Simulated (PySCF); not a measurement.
- PBE0/pcSseg-1 with gauge-including orbitals
- GFN2-xTB geometry
- code: PySCF
- non-relativistic Hamiltonian, fast rotation and ring inversion assumed for equivalent nuclei, gas phase, single conformer

δ = σ(ref) − σ, references computed at the same level: ¹H, ¹³C against TMS. Shifts are as computed. Against solution values, carbons near 30 ppm lie about +3 ppm off and those near 130 ppm about +5 ppm; carbons on Cl a further +6 ppm. Of 1309 compounds with measured shifts, 239 miss one by over three times the rms of a fit or turn the order of signals round; such compounds aren't used in these exercises. Carbons bonded to Cl come out too deshielded. OH and NH positions are gas-phase values without hydrogen bonding to other molecules.

Question: Order these molecules by the shift of their most deshielded carbon-bound hydrogen, lowest δ first.
A. C=NC1=C[SiH2]OC(=O)C1
B. C#CC#C[Si@H]([SiH2]N)N(C)C
C. C/C=C(/C#N)O[SiH2]C=O
D. C=Cc1nocc1O[SiH3]

Answer: B (2.61 ppm, hydrogen on a methyl carbon bonded to N), A (7.64 ppm, hydrogen on a C=N carbon), D (8.26 ppm, hydrogen on an aromatic CH next to the ring oxygen), C (12.37 ppm, hydrogen on a carbonyl carbon).

Question: Order these molecules by the shift of their most deshielded carbon, lowest δ first.
A. C/C=C(/C#N)O[SiH2]C=O
B. N#C[C@@]12C[C@@H]1[C@]2([SiH3])Cl
C. C#CC#C[Si@H]([SiH2]N)N(C)C
D. C=Cc1nocc1O[SiH3]
E. C=NC1=C[SiH2]OC(=O)C1

Answer: C (100.2 ppm, alkyne carbon), B (121.6 ppm, nitrile carbon), D (157.4 ppm, substituted aromatic carbon next to a ring nitrogen), E (170.7 ppm, fully substituted alkene carbon), A (247.2 ppm, carbonyl carbon).

Question: How many ¹³C and ¹H signals does each give (equivalence by symmetry and fast rotation, but not about amide C–N or C=N bonds)? `N#C[C@@]12C[C@@H]1[C@]2([SiH3])Cl`, `C=Cc1nocc1O[SiH3]`, `C#CC#C[Si@H]([SiH2]N)N(C)C`, `C=NC1=C[SiH2]OC(=O)C1`, `C/C=C(/C#N)O[SiH2]C=O`

Answer: N#C[C@@]12C[C@@H]1[C@]2([SiH3])Cl: 5 C, 4 H; C=Cc1nocc1O[SiH3]: 5 C, 5 H; C#CC#C[Si@H]([SiH2]N)N(C)C: 5 C, 6 H; C=NC1=C[SiH2]OC(=O)C1: 5 C, 5 H; C/C=C(/C#N)O[SiH2]C=O: 5 C, 4 H.
